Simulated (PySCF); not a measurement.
Working out the ionisation energy of Mg⁺

Mg⁺ [Ne] 3s1 (2S) → Mg²⁺ [Ne] (1S). Computed with PySCF 2.14 in aug-cc-pCVDZ (6s5p3d, 36 functions), with the non-relativistic Hamiltonian (point nucleus). Frozen: nothing. Energies in hartree (1 hartree = 27.21139 eV):

| part | Mg⁺ (lower) | Mg²⁺ (upper) |
| --- | --- | --- |
| UHF | -199.365083 | -198.824295 |
| CCSD correlation | -0.174612 | -0.171721 |
| (T) | -0.000303 | -0.000245 |

Task: What does Hartree-Fock give?

Result: (-198.824295) − (-199.365083) = 0.540788 hartree = 14.716 eV.

Task: What do CCSD and CCSD(T) give?

Result: The CCSD correlation energies differ by 0.002891 hartree = 0.079 eV and the triples by 0.000058 hartree = 0.002 eV, so CCSD gives 14.795 eV and CCSD(T) 14.797 eV.

Measured between the centres of the two terms (NIST): 15.035 eV, so CCSD(T) (all electrons) is off by -0.238 eV.

A double-zeta basis recovers only part of the correlation energy.

What remains against the reference includes basis incompleteness and higher excitations.
